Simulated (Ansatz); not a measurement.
Reactions of `C[S][Zn][S]C`.

Calculated with Ansatz (gas phase, PBE0-D4/def2-TZVP geometries, no zero-point term in ΔE). CCSD(T)/CBS is the MP2 limit (def2-TZVPP, def2-QZVPP) plus CCSD(T) − MP2 in def2-TZVPP, frozen cores. This one scheme is used for every species, atoms too. DFT in def2-TZVPP. Open shells (•) are unrestricted, without spin–orbit coupling. Spin–orbit coupling would lower the free atoms: a little for C, S. For Br, Zn outer-core shells are correlated without core-valence functions, so the limit isn't a true one: a few kJ/mol of doubt a bond, and 10 to 20 or more in all where bonds break to atoms. Scalar relativity is left out up to krypton. Each species was taken in one conformer, which may not be the lowest.

```csv
reaction,r2SCAN-D4 (kJ/mol),PBE-D4 (kJ/mol),HF/CBS(def2) (kJ/mol),CCSD/CBS(def2) (kJ/mol),CCSD(T)/CBS(def2) (kJ/mol)
`C[S][Zn][S]C` + `Brc1ccccc1` → `C[S][Zn][Br]` + `CSc1ccccc1`,-87,-80,-103,-90,-88
`C[S][Zn][S]C` → 2 C• + 6 H• + 2 S• + Zn (atom),3665,3699,2664,3578,3634
`C[S][Zn][S]C` + `C=CC(C)C` → `C=C(C)C(C)C` + `C[S][Zn][SH]`,-36,-34,-35,-38,-38
`C[S][Zn][S]C` + `[NH2][Al]([F])[F]` → `C[S][Zn][F]` + `C[S][Al]([NH2])[F]`,90,85,91,92,92
`C[S][Zn][S]C` + `S[SiH2]S` → `C[S][Zn][SH]` + `CS[SiH2]S`,-21,-21,-19,-20,-21
`C[S][Zn][S]C` + H₂S → `C[S][Zn][SH]` + CH₃SH,-12,-11,-19,-14,-12
```

Largest T1 diagnostic: 0.017, for Zn (atom).
